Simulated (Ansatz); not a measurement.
Steps of a relaxation of C3H11GeN, SMILES `CC(C)[NH][GeH3]` with RKS PBE-D4/def2-SVP.

```sh
$ ansatz run in.yaml --threads 4 --pin off --events-out ev --progress --plain --max-ram 11315MiB
```

```yaml
crystal:
  periodic: [false, false, false]
  atoms:
    - {symbol: C, position_ang: [0.284500, -0.112300, -1.538100]}
    - {symbol: C, position_ang: [0.355900, -0.383900, -0.053200]}
    - {symbol: C, position_ang: [1.794300, -0.675900, 0.273000]}
    - {symbol: N, position_ang: [-0.047700, 0.766000, 0.746400]}
    - {symbol: Ge, position_ang: [-1.995400, 0.780900, 0.779600]}
    - {symbol: H, position_ang: [-0.828600, 0.062900, -1.841200]}
    - {symbol: H, position_ang: [0.804300, 0.873400, -1.791800]}
    - {symbol: H, position_ang: [0.698900, -0.880200, -2.161200]}
    - {symbol: H, position_ang: [-0.224200, -1.282100, 0.218900]}
    - {symbol: H, position_ang: [2.461300, 0.217600, 0.118800]}
    - {symbol: H, position_ang: [2.192700, -1.524300, -0.305000]}
    - {symbol: H, position_ang: [1.942300, -0.953200, 1.373300]}
    - {symbol: H, position_ang: [0.119800, 0.640200, 1.729200]}
    - {symbol: H, position_ang: [-2.581800, 1.290000, -0.545300]}
    - {symbol: H, position_ang: [-2.463100, 1.752200, 1.909000]}
    - {symbol: H, position_ang: [-2.536100, -0.593900, 1.131900]}
basis:
  gaussian: {orbitals: def2-SVP}
hamiltonian: {xc: pbe, dispersion: d4}
relax: {f_tol: 0.03, max_steps: 200}
```

Positions (Å) and forces (eV/Å) along the path, 9 of 11 steps:

```xyz
16
step=1 energy=-61272.7177 eV
C     0.284   -0.112   -1.538   -2.323    2.512   -0.362
C     0.356   -0.384   -0.053    1.301   -0.043    0.355
C     1.794   -0.676    0.273    1.442   -0.179    1.600
N    -0.048    0.766    0.746   -2.543    0.741   -1.182
Ge   -1.995    0.781    0.780    0.798    1.112    0.296
H    -0.829    0.063   -1.841    1.418   -0.323    0.123
H     0.804    0.873   -1.792   -0.325   -0.841    0.336
H     0.699   -0.880   -2.161    0.384   -1.020   -0.529
H    -0.224   -1.282    0.219   -0.307   -0.547   -0.203
H     2.461    0.218    0.119   -0.402   -0.323   -0.146
H     2.193   -1.524   -0.305    0.107   -0.153   -0.196
H     1.942   -0.953    1.373   -0.226    0.172   -0.819
H     0.120    0.640    1.729    0.738   -0.385    1.004
H    -2.582    1.290   -0.545   -0.013   -0.004   -0.218
H    -2.463    1.752    1.909    0.148   -0.016   -0.072
H    -2.536   -0.594    1.132   -0.194   -0.703    0.013
16
step=2 energy=-61273.0640 eV
C     0.235   -0.100   -1.536   -0.384    0.726   -0.255
C     0.402   -0.418   -0.053   -0.401    0.031    0.038
C     1.858   -0.679    0.307    0.445    0.237    0.491
N    -0.139    0.712    0.730   -0.706    0.096    0.234
Ge   -2.052    0.841    0.802    0.827   -0.088   -0.086
H    -0.840    0.049   -1.839    0.489   -0.153    0.246
H     0.758    0.864   -1.765   -0.090   -0.269    0.037
H     0.653   -0.886   -2.176    0.140   -0.317   -0.205
H    -0.153   -1.366    0.158   -0.095   -0.132   -0.008
H     2.475    0.235    0.136   -0.087   -0.126   -0.024
H     2.291   -1.509   -0.284   -0.060   -0.004   -0.077
H     1.982   -0.955    1.388   -0.137    0.094   -0.325
H     0.136    0.611    1.717    0.188    0.016   -0.012
H    -2.598    1.333   -0.558   -0.010    0.062   -0.010
H    -2.436    1.835    1.937    0.104   -0.099   -0.089
H    -2.595   -0.589    1.081   -0.223   -0.075    0.047
16
step=3 energy=-61273.1272 eV
C     0.237   -0.098   -1.548    0.217   -0.100   -0.069
C     0.390   -0.421   -0.058   -0.145    0.027   -0.009
C     1.853   -0.653    0.320    0.053    0.011   -0.059
N    -0.163    0.699    0.736   -0.084   -0.291    0.319
Ge   -2.036    0.814    0.806    0.139   -0.036   -0.020
H    -0.819    0.039   -1.842   -0.153   -0.003    0.013
H     0.768    0.846   -1.779    0.042    0.034   -0.034
H     0.654   -0.909   -2.183   -0.017    0.047    0.060
H    -0.160   -1.385    0.136    0.047    0.079    0.007
H     2.454    0.263    0.143   -0.011    0.017   -0.009
H     2.292   -1.479   -0.276   -0.017    0.030    0.008
H     1.955   -0.927    1.390   -0.014   -0.001    0.054
H     0.171    0.615    1.714   -0.049    0.083   -0.284
H    -2.572    1.355   -0.545    0.004    0.001    0.027
H    -2.363    1.810    1.948   -0.018   -0.016    0.015
H    -2.685   -0.591    1.082    0.007    0.119   -0.018
16
step=4 energy=-61273.1391 eV
C     0.246   -0.108   -1.556    0.087   -0.093    0.007
C     0.388   -0.432   -0.065   -0.046    0.069    0.024
C     1.855   -0.642    0.320   -0.014   -0.009   -0.056
N    -0.178    0.671    0.741    0.064   -0.217    0.171
Ge   -2.038    0.821    0.816   -0.028   -0.034   -0.024
H    -0.813    0.021   -1.849   -0.089    0.014   -0.018
H     0.778    0.835   -1.790    0.017    0.031   -0.017
H     0.667   -0.922   -2.183   -0.019    0.039    0.043
H    -0.147   -1.403    0.124    0.024    0.042   -0.006
H     2.439    0.284    0.146    0.000    0.021    0.001
H     2.307   -1.460   -0.279    0.000    0.017    0.015
H     1.952   -0.917    1.389    0.013   -0.004    0.047
H     0.177    0.606    1.709   -0.046    0.056   -0.193
H    -2.569    1.381   -0.529    0.011    0.013    0.010
H    -2.358    1.805    1.969    0.018    0.006    0.010
H    -2.728   -0.562    1.082    0.006    0.048   -0.015
16
step=5 energy=-61273.1468 eV
C     0.244   -0.124   -1.558   -0.044   -0.019    0.044
C     0.390   -0.452   -0.067    0.017    0.108    0.064
C     1.862   -0.627    0.320   -0.040    0.002   -0.033
N    -0.199    0.625    0.750    0.087   -0.123   -0.042
Ge   -2.047    0.822    0.816   -0.019    0.056   -0.005
H    -0.822   -0.006   -1.846    0.038    0.007   -0.008
H     0.769    0.824   -1.795   -0.019   -0.001    0.004
H     0.671   -0.935   -2.181   -0.002   -0.007   -0.017
H    -0.123   -1.434    0.114    0.005   -0.024   -0.007
H     2.419    0.319    0.152   -0.005   -0.009    0.008
H     2.338   -1.427   -0.281    0.010    0.006    0.011
H     1.962   -0.904    1.391    0.012    0.004   -0.007
H     0.179    0.589    1.705   -0.024    0.019   -0.013
H    -2.550    1.436   -0.517   -0.001   -0.013    0.008
H    -2.321    1.803    1.985   -0.009   -0.020    0.003
H    -2.793   -0.533    1.057   -0.005    0.015   -0.011
16
step=7 energy=-61273.1537 eV
C     0.197   -0.184   -1.524    0.014    0.040   -0.001
C     0.405   -0.484   -0.035    0.056   -0.141   -0.105
C     1.896   -0.585    0.304    0.011    0.021    0.022
N    -0.203    0.566    0.781   -0.095    0.115    0.105
Ge   -2.041    0.865    0.774   -0.013   -0.022   -0.053
H    -0.879   -0.115   -1.788   -0.002   -0.026    0.018
H     0.667    0.787   -1.788   -0.004   -0.027    0.007
H     0.643   -0.980   -2.154   -0.008    0.008    0.007
H    -0.049   -1.494    0.167   -0.003    0.046   -0.002
H     2.404    0.382    0.107   -0.020   -0.015    0.000
H     2.392   -1.374   -0.295   -0.006   -0.004   -0.008
H     2.044   -0.837    1.376   -0.002    0.007   -0.019
H     0.137    0.521    1.749    0.002   -0.012   -0.007
H    -2.447    1.667   -0.498    0.028   -0.066    0.091
H    -2.314    1.707    2.049   -0.006   -0.015   -0.037
H    -2.876   -0.465    0.820    0.048    0.090   -0.018
16
step=8 energy=-61273.1554 eV
C     0.190   -0.185   -1.517   -0.002    0.029    0.006
C     0.408   -0.487   -0.031    0.031   -0.074   -0.049
C     1.901   -0.584    0.301   -0.004    0.020    0.008
N    -0.199    0.562    0.792   -0.047    0.057    0.042
Ge   -2.034    0.867    0.772   -0.056   -0.002   -0.067
H    -0.890   -0.125   -1.772    0.014   -0.015    0.009
H     0.651    0.790   -1.782   -0.008   -0.022    0.006
H     0.636   -0.976   -2.152   -0.001    0.002    0.002
H    -0.045   -1.496    0.172    0.005    0.032    0.005
H     2.404    0.386    0.102   -0.012   -0.017    0.002
H     2.396   -1.370   -0.303   -0.005    0.000   -0.004
H     2.057   -0.837    1.372   -0.004    0.006   -0.017
H     0.137    0.510    1.761    0.009   -0.017    0.009
H    -2.430    1.663   -0.504    0.034   -0.015    0.058
H    -2.324    1.713    2.042    0.004   -0.029   -0.032
H    -2.881   -0.453    0.791    0.044    0.044    0.023
16
step=9 energy=-61273.1569 eV
C     0.178   -0.187   -1.507   -0.020   -0.012    0.005
C     0.410   -0.492   -0.024    0.023    0.018    0.022
C     1.905   -0.578    0.295    0.000   -0.008   -0.005
N    -0.196    0.553    0.810    0.025    0.002   -0.006
Ge   -2.027    0.874    0.756   -0.006   -0.001    0.032
H    -0.903   -0.152   -1.754   -0.007   -0.002   -0.013
H     0.617    0.798   -1.772    0.002    0.003    0.009
H     0.638   -0.966   -2.147    0.000   -0.003    0.004
H    -0.038   -1.500    0.185    0.004   -0.008   -0.016
H     2.401    0.390    0.078    0.001    0.004    0.003
H     2.396   -1.370   -0.304    0.008   -0.005   -0.008
H     2.073   -0.817    1.366    0.001    0.000    0.006
H     0.123    0.469    1.783   -0.028    0.011   -0.027
H    -2.392    1.688   -0.513    0.015   -0.005    0.001
H    -2.331    1.708    2.027   -0.009    0.003    0.004
H    -2.875   -0.441    0.765   -0.008    0.004   -0.011
16
step=11 energy=-61273.1579 eV
C     0.158   -0.207   -1.492   -0.002    0.005   -0.007
C     0.416   -0.501   -0.011   -0.004    0.004    0.003
C     1.917   -0.565    0.287    0.000    0.002    0.003
N    -0.195    0.538    0.826   -0.004   -0.008    0.007
Ge   -2.020    0.890    0.743   -0.008   -0.010   -0.003
H    -0.927   -0.203   -1.729    0.010   -0.001    0.004
H     0.569    0.788   -1.764   -0.003   -0.010    0.002
H     0.631   -0.976   -2.134   -0.002    0.004    0.002
H    -0.013   -1.517    0.204    0.003    0.004    0.000
H     2.395    0.411    0.063   -0.002   -0.004    0.002
H     2.413   -1.351   -0.318    0.000    0.001   -0.001
H     2.103   -0.799    1.356   -0.002    0.002   -0.005
H     0.105    0.439    1.803   -0.011    0.005   -0.015
H    -2.336    1.756   -0.504    0.008   -0.008    0.018
H    -2.344    1.680    2.038    0.004   -0.003   -0.010
H    -2.895   -0.407    0.678    0.015    0.018    0.001
```

Run time 9.5 s (4 threads of an AMD EPYC 9R45 on a shared host); peak host memory 0.23 GiB.
